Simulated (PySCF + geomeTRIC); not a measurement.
Computed with PySCF + geomeTRIC with PBE0-D3(BJ)/def2-TZVP. fastk is a local helper that only speeds up exchange builds. No frequencies were computed at this level.

```python
import json, numpy as np
from pyscf import gto, dft
from fastk import lowrank_exchange
atoms = """
O     -0.190563     1.511997     0.020202
In     0.192015    -0.408722     0.067851
S      2.459413    -0.718954     0.803669
S     -1.599557    -1.913113    -0.602725
H     -1.068767     1.818011    -0.195453
H      2.573009     0.600843     0.877878
H     -2.365552    -0.890061    -0.971420
"""
def scf(charge, spin, dm0=None):
    mol = gto.M(atom=atoms, basis='def2-tzvp', ecp={'In': 'def2-tzvp'}, charge=charge, spin=spin, verbose=3, max_memory=3780)
    mf = dft.KS(mol, xc='pbe0').density_fit(auxbasis="def2-universal-jkfit")
    mf.disp = 'd3bj'
    mf.grids.level = 3
    mf.conv_tol = 1e-8
    mf.max_cycle = 60
    mf.kernel(dm0)
    if not mf.converged:
        mf = mf.newton().run(mf.mo_coeff, mf.mo_occ).undo_soscf()
    return mf
mf = scf(0, 0)
from pyscf.geomopt.geometric_solver import kernel as optimize
path = []
done, mol = optimize(mf, maxsteps=80, assert_convergence=False, callback=lambda env: path.append((env["energy"], bool(env["g_scanner"].converged))))
res = dict(converged=bool(done and path[-1][1]), energy=path[-1][0], path=[e for e, c in path], xyz=mol.atom_coords(unit="Angstrom").tolist(), nao=mol.nao)
json.dump(res, open("result.json", "w"))
```

Output:

```
converged SCF energy = -1063.33976333759
Geometry optimization cycle 1
converged SCF energy = -1063.33976333857
cycle 1: E = -1063.33976334  dE = -1063.34  norm(grad) = 0.0313164
Geometry optimization cycle 2
converged SCF energy = -1063.34192437755
cycle 2: E = -1063.34192438  dE = -0.00216104  norm(grad) = 0.00628385
Geometry optimization cycle 3
converged SCF energy = -1063.34224676998
cycle 3: E = -1063.34224677  dE = -0.000322392  norm(grad) = 0.00462114
Geometry optimization cycle 4
converged SCF energy = -1063.34262311188
cycle 4: E = -1063.34262311  dE = -0.000376342  norm(grad) = 0.00300738
Geometry optimization cycle 5
converged SCF energy = -1063.34266540547
cycle 5: E = -1063.34266541  dE = -4.22936e-05  norm(grad) = 0.00179666
Geometry optimization cycle 6
converged SCF energy = -1063.34271451901
cycle 6: E = -1063.34271452  dE = -4.91135e-05  norm(grad) = 0.000697198
Geometry optimization cycle 7
converged SCF energy = -1063.3427183747
cycle 7: E = -1063.34271837  dE = -3.85569e-06  norm(grad) = 0.000449513
Geometry optimization cycle 8
converged SCF energy = -1063.34271966075
cycle 8: E = -1063.34271966  dE = -1.28605e-06  norm(grad) = 0.000159234
Geometry optimization cycle 9
converged SCF energy = -1063.34271973143
cycle 9: E = -1063.34271973  dE = -7.06818e-08  norm(grad) = 0.000208019
Geometry optimization cycle 10
converged SCF energy = -1063.34272002454
cycle 10: E = -1063.34272002  dE = -2.93113e-07  norm(grad) = 0.000177456
<class 'geometric.internal.Distance'> : 6
<class 'geometric.internal.Angle'> : 5
<class 'geometric.internal.OutOfPlane'> : 1
<class 'geometric.internal.Dihedral'> : 6
<class 'geometric.internal.TranslationX'> : 1
<class 'geometric.internal.TranslationY'> : 1
<class 'geometric.internal.TranslationZ'> : 1
<class 'geometric.internal.RotationA'> : 1
<class 'geometric.internal.RotationB'> : 1
<class 'geometric.internal.RotationC'> : 1
Step    0 : Gradient = 1.184e-02/1.607e-02 (rms/max) Energy = -1063.3397633386
Step    1 : Displace = 5.247e-02/7.656e-02 (rms/max) Trust = 1.000e-01 (=) Grad = 2.375e-03/3.848e-03 (rms/max) E (change) = -1063.3419243775 (-2.161e-03) Quality = 1.079
Step    2 : Displace = 2.259e-02/3.538e-02 (rms/max) Trust = 1.414e-01 (+) Grad = 1.747e-03/3.222e-03 (rms/max) E (change) = -1063.3422467700 (-3.224e-04) Quality = 1.683
Step    3 : Displace = 6.353e-02/9.350e-02 (rms/max) Trust = 2.000e-01 (+) Grad = 1.137e-03/1.941e-03 (rms/max) E (change) = -1063.3426231119 (-3.763e-04) Quality = 1.065
Step    4 : Displace = 9.728e-03/1.243e-02 (rms/max) Trust = 2.828e-01 (+) Grad = 6.791e-04/1.092e-03 (rms/max) E (change) = -1063.3426654055 (-4.229e-05) Quality = 1.661
Step    5 : Displace = 2.451e-02/3.888e-02 (rms/max) Trust = 3.000e-01 (+) Grad = 2.635e-04/4.916e-04 (rms/max) E (change) = -1063.3427145190 (-4.911e-05) Quality = 1.075
Step    6 : Displace = 5.058e-03/8.901e-03 (rms/max) Trust = 3.000e-01 (=) Grad = 1.699e-04/3.504e-04 (rms/max) E (change) = -1063.3427183747 (-3.856e-06) Quality = 1.224
Step    7 : Displace = 4.513e-03/7.348e-03 (rms/max) Trust = 3.000e-01 (=) Grad = 6.018e-05/7.363e-05 (rms/max) E (change) = -1063.3427196607 (-1.286e-06) Quality = 0.645
Step    8 : Displace = 1.675e-03/2.359e-03 (rms/max) Trust = 3.000e-01 (=) Grad = 7.862e-05/1.161e-04 (rms/max) E (change) = -1063.3427197314 (-7.068e-08) Quality = 0.106
Step    9 : Displace = 8.468e-04/1.458e-03 (rms/max) Trust = 8.376e-04 (-) Grad = 6.707e-05/1.104e-04 (rms/max) E (change) = -1063.3427200245 (-2.931e-07) Quality = 0.398
Converged! =D
```

Cost: very roughly 2.9 core-minutes.
